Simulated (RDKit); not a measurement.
RDKit input (UFF):

```python
from rdkit import Chem
from rdkit.Chem import AllChem, rdDetermineBonds

mol = Chem.MolFromXYZFile('mol.xyz')
rdDetermineBonds.DetermineBonds(mol, charge=0)
print('SMILES', Chem.MolToSmiles(Chem.RemoveHs(mol)))
ff = AllChem.UFFGetMoleculeForceField(mol)
e0 = ff.CalcEnergy()
flag = ff.Minimize(maxIts=5000, forceTol=1e-5)
print(f'energy {e0:.4f} -> {ff.CalcEnergy():.4f} kcal/mol, converged: {flag == 0}')
print(Chem.MolToXYZBlock(mol))
```
mol.xyz:
```
18

C     -2.03547556     0.94955622     0.71038592
C     -0.90105500    -0.06931218     0.59700011
C     -1.40801579    -1.36764907    -0.03507420
C      0.27823015     0.53577642    -0.17267887
C      1.51620223    -0.33898805    -0.21774298
O      2.56000232     0.41141247    -0.83792778
H     -2.41792305     1.21308519    -0.27958611
H     -1.69666404     1.86910913     1.19169335
H     -2.86817573     0.55016869     1.29295441
H     -0.55537761    -0.30021669     1.61213747
H     -2.27217484    -1.75345977     0.50955945
H     -1.71679935    -1.19598663    -1.07023674
H     -0.64668718    -2.14879443    -0.03953189
H     -0.03040691     0.76416450    -1.19804411
H      0.56082980     1.48654128     0.28768705
H      1.80252784    -0.62818616     0.80260964
H      1.32152264    -1.25712694    -0.78288409
H      3.33999389    -0.14689819    -0.91427607
```

Output:

```
SMILES CC(C)CCO
energy 8.8850 -> 5.8001 kcal/mol, converged: True
18

C     -2.030203    0.941997    0.743410
C     -0.892794   -0.075380    0.585118
C     -1.429430   -1.359215   -0.066056
C      0.262682    0.546222   -0.231436
C      1.530663   -0.312623   -0.219708
O      2.572368    0.388521   -0.839700
H     -2.439071    1.229988   -0.249150
H     -1.661321    1.854750    1.258258
H     -2.849514    0.511605    1.358162
H     -0.522188   -0.326576    1.603829
H     -2.305577   -1.740411    0.500901
H     -1.740292   -1.167416   -1.115491
H     -0.658072   -2.156375   -0.055064
H     -0.059866    0.713448   -1.282901
H      0.519511    1.537726    0.203355
H      1.814796   -0.547020    0.830777
H      1.351682   -1.261576   -0.770573
H      3.367179   -0.204468   -0.797688
```

The geometry given is a B3LYP-D3(BJ)/def2-TZVP minimum.
